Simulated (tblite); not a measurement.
Start geometry of `C(=C)C[Si@@H]1C[SiH2][C@@H](F)C1` from a force field or distance geometry (Å):
```
atom  x, y, z in Å
C1     2.953    0.623    1.268
C2     2.110   -0.376    0.954
C3     1.775   -0.788   -0.440
Si4   -0.025   -0.469   -0.948
C5    -0.479    1.363   -0.805
Si6   -1.856    1.286    0.472
C7    -2.447   -0.495    0.425
F8    -3.280   -0.638   -0.633
C9    -1.231   -1.412    0.217
H10    3.408    1.234    0.506
H11    3.173    0.860    2.301
H12    1.688   -0.973    1.778
H13    1.976   -1.852   -0.546
H14    2.415   -0.263   -1.163
H15   -0.243   -0.915   -2.337
H16   -0.855    1.731   -1.760
H17    0.364    1.984   -0.482
H18   -2.923    2.273    0.191
H19   -1.270    1.582    1.819
H20   -3.002   -0.779    1.331
H21   -0.733   -1.595    1.172
H22   -1.526   -2.363   -0.229
```

Task: What comes out of this run: tblite, GFN2-xTB geometry optimisation, gas phase?

Result: 
```
atom  x, y, z in Å
C1     2.787    0.703    1.162
C2     2.144   -0.417    0.882
C3     1.838   -0.895   -0.490
Si4    0.017   -0.527   -0.959
C5    -0.403    1.318   -0.672
Si6   -1.838    1.364    0.576
C7    -2.421   -0.461    0.400
F8    -3.182   -0.538   -0.771
C9    -1.206   -1.367    0.246
H10    3.172    1.341    0.383
H11    2.965    1.025    2.174
H12    1.776   -1.041    1.687
H13    2.017   -1.967   -0.561
H14    2.488   -0.402   -1.211
H15   -0.224   -0.953   -2.346
H16   -0.702    1.784   -1.608
H17    0.458    1.875   -0.311
H18   -2.930    2.269    0.224
H19   -1.388    1.573    1.956
H20   -3.092   -0.818    1.189
H21   -0.762   -1.492    1.234
H22   -1.524   -2.354   -0.092
```

The energy falls by 0.235 eV over 81 L-BFGS steps, the largest force on an atom goes from 2.01 to 0.009 eV/Å, and the atoms move by 0.165 Å rms after alignment. The bond that changes most is Si6–C7 (SiH2 silicon to sp3 C–F carbon), which lengthens by 0.046 Å. Bonds longer at the end by more than 0.005 Å: 5 of 22; shorter: 10. Among the angles that change most is C5–Si6–C7, from 104.6° to 98.4°. Among the dihedrals that turn most is H20–C7–C9–H22, from 80° to 65°. Rotational constants go from 1992, 719.5, 646.4 to 1932, 752.4, 652.9 MHz. The orientation of the end geometry is arbitrary; only internal coordinates are fixed.

Time: 1.4 s. Hardware: one thread, Arm Neoverse N1 (aarch64), shared host with 64 logical CPUs at a one-minute load of 59.

Its GFN2-xTB frequencies are all real (lowest 23 cm⁻¹). One conformer, not necessarily the lowest. 3 starts were optimised and ended at 0.00, 0.09 and 0.21 kcal/mol (GFN2-xTB); the lowest of these is shown.

The numbers are calculated, not measured.
